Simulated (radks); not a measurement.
Task: These are the eigenvalues of the occupied orbitals of an atom or ion with whole-number occupations (eV). Calculated with a radial shooting solver on a logarithmic mesh with Libxc functionals: Dirac Kohn-Sham, PBE, spin-unpolarised, spherical densities, finite nucleus; Fermi nuclear charge, rms radius of each element as measured or else 0.836 A^(1/3) + 0.57 fm.

orbital  eigenvalue
1s1/2     -32985.33
2s1/2     -5117.378
2p1/2     -4803.152
2p3/2     -4504.413
3s1/2     -1054.264
3p1/2     -924.3184
3p3/2     -868.0952
3d3/2     -639.1314
3d5/2     -627.3089
4s1/2     -206.9462
4p1/2     -161.5725
4p3/2     -150.6064
4d3/2      -77.5667
4d5/2      -75.8358
5s1/2      -40.3708
5p1/2      -29.2633
5p3/2      -27.8331
6s1/2      -12.9100

Which element is it, and in what charge state? The configuration may be excited. Open shells, if any, are shared by 2j + 1.

Result: Z = 53, iodine, charge +2: I2+ in [Kr] 4d10 5s1 5p3 6s1. The list shows which subshells hold electrons but not how many an open one holds; the 1s level, -1212.2 hartree, gives Z - s = 49.2 by -(Z - s)^2/2, which with screening and relativity narrows Z to a few neighbours, and the depths of the outer levels then fix element, charge and occupations together.
